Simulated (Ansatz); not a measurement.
`CNB(C)Cl` → `CBCl` + `C=N`  (β-hydride elimination)

Computed with Ansatz on PBE0-D4/def2-TZVP structures; ΔE is electronic, products minus reactants. CBS: MP2 limit from def2 TZ/QZ plus the TZ coupled-cluster correction, frozen cores. This one scheme is used for every species. Functionals use def2-TZVPP. HSE06 is defined as in plane-wave codes. Each species was taken in one conformer, which may not be the lowest.

Question: Is it downhill or uphill in electronic energy at CCSD(T)/CBS, and by how much? (An estimate is asked.)

Answer: The calculation gave: Uphill: ΔE = +263.4 kJ/mol.

Question: What do these levels give: revPBE-D4, r2SCAN-D4, PBE0-D4, r2SCANh-D4, HSE06-D4, PBE, r2SCAN, r2SCANh, r2SCAN0, CAM-B3LYP, HF/def2-TZVPP, MP2/def2-TZVPP? (Best estimate.)

Answer: Computed: revPBE-D4 261.0, r2SCAN-D4 272.9, PBE0-D4 280.8, r2SCANh-D4 276.8, HSE06-D4 280.5, PBE 258.8, r2SCAN 270.1, r2SCANh 274.0, r2SCAN0 279.6, CAM-B3LYP 262.1, HF/def2-TZVPP 232.1, MP2/def2-TZVPP 272.6 kJ/mol.

Largest T1 diagnostic among the species: 0.012.

In def2-TZVPP, CCSD(T) changes the Hartree–Fock value by +25.7 kJ/mol (the triples alone add +0.9 kJ/mol) and MP2 by +40.5 kJ/mol. Leaving LDA and LC-ωPBE aside and taking each functional with its dispersion term where it has one, the values, not all of them listed here, spread over 37.5 kJ/mol, from BLYP-D4 to r2SCAN0-D4. LDA lies +61.6 kJ/mol from PBE without D4.
